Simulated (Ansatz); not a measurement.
Consider the redistribution: `C=C([SiH3])[SiH2][SiH3]` + `CC1B[SiH2]1` → `[SiH3]C1B[SiH2]1` + `C=C(C)[SiH2][SiH3]`.

Isolated molecules relaxed with PBE0-D4/def2-TZVP in Ansatz; ΔE leaves out vibrations. CBS: MP2 limit from def2 TZ/QZ plus the TZ coupled-cluster correction, frozen cores. DFT in def2-TZVPP. Each species was taken in one conformer, which may not be the lowest.

```json
{"level": "PBE-D4", "ΔE (eV)": "-0.26"}
{"level": "ωB97X-V", "ΔE (eV)": "-0.39"}
{"level": "CCSD/def2-TZVPP", "ΔE (eV)": "-0.35"}
{"level": "CCSD(T)/def2-TZVPP", "ΔE (eV)": "-0.31"}
```

What does CCSD(T)/CBS give? (Best estimate.)

The calculation gave: -0.33 eV. The listed levels differ from it by 0.07, -0.06, -0.02, 0.02 eV.

Largest T1 diagnostic among the species: 0.014.

In def2-TZVPP, CCSD(T) changes the Hartree–Fock value by +0.11 eV (the triples alone add +0.03 eV) and MP2 by +0.10 eV. From PBE to PBE0 (25 % exact exchange), in def2-TZVPP and without D4, ΔE moves by −0.08 eV.
